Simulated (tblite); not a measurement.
Compound: C6H12FNSi.
Geometry (GFN2-xTB, Å), atoms numbered from 1 in this order:
```xyz
21
C6H12FNSi angstrom
C     -2.8773    0.7891    0.5806
N     -1.5886    0.1419    0.5650
C     -1.4981   -1.1487   -0.1117
C     -0.0333   -1.2695   -0.5708
C      0.4697    0.1502   -0.4723
C      1.8242    0.5764   -0.9038
Si     3.1731    0.0501    0.3444
C     -0.4665    0.8579    0.1557
F     -0.4111    2.1623    0.4778
H     -3.2875    0.9343   -0.4294
H     -2.7789    1.7590    1.0646
H     -3.5710    0.1755    1.1552
H     -1.7919   -1.9435    0.5771
H     -2.1808   -1.1716   -0.9739
H      0.0525   -1.6693   -1.5826
H      0.5377   -1.9218    0.0947
H      2.0424    0.1465   -1.8833
H      1.8406    1.6617   -1.0125
H      4.4709    0.5069   -0.1569
H      3.1849   -1.4113    0.4541
H      2.8803    0.6408    1.6484
```

Computed with GFN2-xTB (tblite): harmonic, unscaled wavenumbers at the GFN2-xTB geometry, gas phase. Errors from tens to a few hundred cm⁻¹ against measured bands are possible. Modes of hydrogen on silicon can be 10 to 20 % off. One conformer, not necessarily the lowest.

Harmonic wavenumbers (cm⁻¹): 31.9, 82.4, 103.8, 109.2, 162.5, 185.9, 229.1, 256.4, 292.7, 354.4, 449.8, 497.1, 502.1, 534.0, 570.1, 629.1, 708.6, 750.8, 769.0, 786.5, 790.9, 800.1, 844.9, 973.7, 1005.9, 1035.0, 1055.2, 1104.7, 1113.4, 1142.2, 1164.3, 1206.0, 1219.9, 1226.9, 1261.3, 1289.7, 1312.7, 1377.9, 1415.3, 1458.3, 1474.4, 1477.0, 1489.9, 1496.5, 1752.2, 2247.9, 2259.0, 2288.4, 2859.0, 2872.0, 2940.1, 2962.4, 2964.8, 2975.7, 2985.1, 3006.6, 3033.3.

A = 2564, B = 825.4, C = 686.6 MHz; mass 145.072 u (most abundant isotopes); point group C1, symmetry number 1.

Problem. Zero-point energy?

Solution. Half the sum of the wavenumbers: 35944 cm⁻¹ = 429.99 kJ/mol.

Problem. What is S at 400 K and 1 bar for an ideal gas of classical rigid rotors and harmonic oscillators?

Solution. Translation 177.04, rotation 128.27, vibration 188.20: S = 493.5 J/(mol K).

Problem. And Cp and H(400 K) − H(0)?

Solution. Cp = 224.61 J/(mol K), of which vibrations give 191.35 (their classical limit is 57 R = 473.9); H(400 K) − H(0) = 52.12 kJ/mol without the zero-point energy, 38.82 from vibrations.

Problem. Blend soft modes into free rotors: weight 1/[1 + (100 cm⁻¹/ν̃)⁴] for the oscillator and the rest for a rotor with moment μB/(μ + B), μ = h/(8π²ν), B = 10⁻⁴⁴ kg m². What vibrational entropy results?

Solution. 173.49 J/(mol K) in place of 188.20, which changes −T·S at 400 K by +5.88 kJ/mol.

Problem. Which modes carry the vibrational entropy at 400 K?

Solution. 31.9 cm⁻¹: 26.32; 82.4 cm⁻¹: 18.46; 103.8 cm⁻¹: 16.55; 109.2 cm⁻¹: 16.14; 162.5 cm⁻¹: 12.90; 185.9 cm⁻¹: 11.81 J/(mol K); the other 51 give 86.02 together.

Hindered rotation and anharmonicity are outside this model. Other conformers, if any are populated, would add a mixing term that is left out. The structure is chiral; the term R ln 2 for an equal mix with its mirror image is left out.
